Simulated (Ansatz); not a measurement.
A calculation with Ansatz (development build ahead of 0.2.0).

```yaml
crystal:
  periodic: [false, false, false]
  atoms:
    - { symbol: H, position_ang: [0.00303, 0.01277, -1.61509] }
    - { symbol: H, position_ang: [0.01806, -0.00051, -0.85857] }
    - { symbol: H, position_ang: [-0.01175, -0.01585, 0.84673] }
    - { symbol: H, position_ang: [0.01388, 0.00972, 1.61062] }
basis:
  gaussian: { orbitals: "6-31G" }
hamiltonian:
  xc: hf
output:
  forces: true
```

The input is written out in the form of the current development build from the run's settings.

The run gave:

* Converged: yes
* Total energy: -2.24792 hartree

Forces (eV/Å):
```
atom      Fx      Fy      Fz
  H1   0.022  -0.018   0.940
  H2  -0.020   0.020  -1.327
  H3   0.043   0.044   1.587
  H4  -0.046  -0.046  -1.201
```
